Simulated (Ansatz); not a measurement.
`C[N](C)[Ge][Cl]` + H–F → `[F][Ge][Cl]` + dimethylamine at 600 K and 1 bar (ligand exchange at a Ge–N bond).

Gas-phase electronic energies from Ansatz, PBE0-D4/def2-TZVP geometries. CCSD(T)/CBS is the MP2 limit (def2-TZVPP, def2-QZVPP) plus CCSD(T) − MP2 in def2-TZVPP, frozen cores. This one scheme is used for every species. For Ge outer-core shells are correlated without core-valence functions, which leaves a few kJ/mol of doubt a bond. Scalar relativity is left out up to krypton. One conformer a species, not always the lowest.

| species | CCSD(T)/CBS energy (Eh) | H − E (kJ/mol) | S (J/(mol·K)) |
| --- | --- | --- | --- |
| `C[N](C)[Ge][Cl]` | -2670.35761 | 279.9 | 444.8 |
| H–F | -100.39570 | 42.3 | 194.0 |
| `[F][Ge][Cl]` | -2635.75718 | 36.5 | 326.6 |
| `CNC` | -135.00321 | 284.6 | 333.5 |

H − E and S are ideal-gas, rigid-rotor, harmonic terms from PBE0-D4/def2-TZVP, for one conformer and one mirror image of each species. 1 Eh = 2625.50 kJ/mol, R = 8.31446 J/(mol·K).

By hand: ΔE, ΔH, ΔS and ΔG.

ΔE = (-2635.75718) + (-135.00321) − (-2670.35761) − (-100.39570) = -0.00708 Eh = -18.6 kJ/mol. Δ(H − E) = 36.5 + 284.6 − 279.9 − 42.3 = -1.1, so ΔH = -19.7 kJ/mol. ΔS = 326.6 + 333.5 − 444.8 − 194.0 = 21.3 J/(mol·K). ΔG = -19.7 − 600 × (21.3)/1000 = -32.5 kJ/mol.

By hand: the equilibrium constant, and the temperature at which ΔG would vanish if ΔH and ΔS stayed fixed.

log₁₀ K = −ΔG/(RT ln 10) = 2.8. ΔH and −TΔS have one sign here, so there is no such temperature.

TΔS isn't small against ΔH here. A doubt of 5 kJ/mol in ΔE shifts log₁₀ K by 0.4 here. Other conformers and mirror images would add mixing entropy, several J/(mol·K) or more a flexible species. These are equilibria of isolated gas molecules and say nothing of rates. Largest T1 diagnostic: 0.014 (customary marks: 0.02 for closed shells, 0.045 for open ones).
